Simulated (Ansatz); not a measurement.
Relaxation of Cl$_{2}$F$_{3}$Ta (6 atoms, charge 0, multiplicity 1), to a largest force component of 0.02 eV/Å in at most 40 steps.

Computed with RKS BLYP/def2-SVP (Ansatz).

```xyz
6
Properties=species:S:1:pos:R:3:forces:R:3
Ta 0.000 0.000 0.000 -0.18 0.31 0.70
F 1.930 0.000 0.000 -1.64 0.03 -0.07
Cl 0.000 0.000 2.470 0.03 -0.05 -1.46
F 0.000 0.000 -1.930 0.02 -0.03 0.99
Cl -1.235 2.139 0.000 0.98 -1.69 -0.09
F -0.965 -1.671 0.000 0.80 1.44 -0.07
```

Question: Where does it end, and by what steps?

Answer: The forces met the threshold. After 6 steps the energy has fallen by 0.381 eV; F2 moved furthest, 0.21 Å.

```tsv
step	energy less start (eV)	largest force component (eV/Å)	accepted
0	0.0000	1.693	yes
1	-0.2188	1.704	yes
2	-0.3675	0.214	yes
3	-0.3739	0.051	yes
4	-0.3779	0.149	yes
5	-0.3806	0.029	yes
6	-0.3810	0.016	yes
```

```xyz
6
Properties=species:S:1:pos:R:3
Ta -0.027 0.047 0.034
F 1.850 0.191 0.007
Cl 0.088 -0.153 2.384
F 0.087 -0.151 -1.857
Cl -1.178 2.041 -0.035
F -1.090 -1.507 0.007
```

Run time: 20 s on 2 threads of Arm Neoverse V1, on a shared host, peak memory 0.16 GiB.
